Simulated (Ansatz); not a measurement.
F$_{2}$Sn, triplet, at a GFN2-xTB geometry (such geometries of metal compounds can be far from the true shape) (the spin is typed, not shown lowest) (core potentials on Sn); B3LYP/def2-TZVP (Ansatz, a first-principles code).

The Ansatz input:
Ansatz 0.2 input:
```yaml
crystal:
  periodic: [false, false, false]
  atoms:
    - {symbol: Sn, position_ang: [0.01143259, -0.00624862, 0.27199345]}
    - {symbol: F, position_ang: [0.94055696, 1.78574342, -0.75578035]}
    - {symbol: F, position_ang: [-1.00407134, -1.75102884, -0.75529439]}
basis:
  gaussian:
    orbitals: def2-TZVP
hamiltonian:
  xc: b3lyp
magnetization: {spin_polarized: true, initial_magnetization: 2}
```

It wrote (shortened):

```
Functional definition: B3LYP
744 factors; their error is unknown
mean field evaluation 1: about -11261.8627 eV, gradient 4.0e1 eV
mean field evaluation 2: about -11192.6558 eV, gradient 1.4e2 eV
mean field evaluation 4: about -11267.5136 eV, gradient 4.1e0 eV
mean field evaluation 8: about -11267.6736 eV, gradient 1.4e-1 eV
mean field evaluation 16: about -11267.6736 eV, gradient 1.5e-4 eV
mean field evaluation 32: about -11266.7514 eV, gradient 8.3e0 eV
mean field -11267.67364715 eV, -414.0793690291 hartree, gradient 2.6e-5 eV, S^2 2.015883; 6 other end points of the search recorded, 0 dependent functions left out
reference -11267.67385762 eV, -414.0793767639 hartree; 21, 19 occupied and 91, 93 virtual orbitals, 744 factors
Total energy: -11267.67385762 eV, -414.0793767639 hartree
```
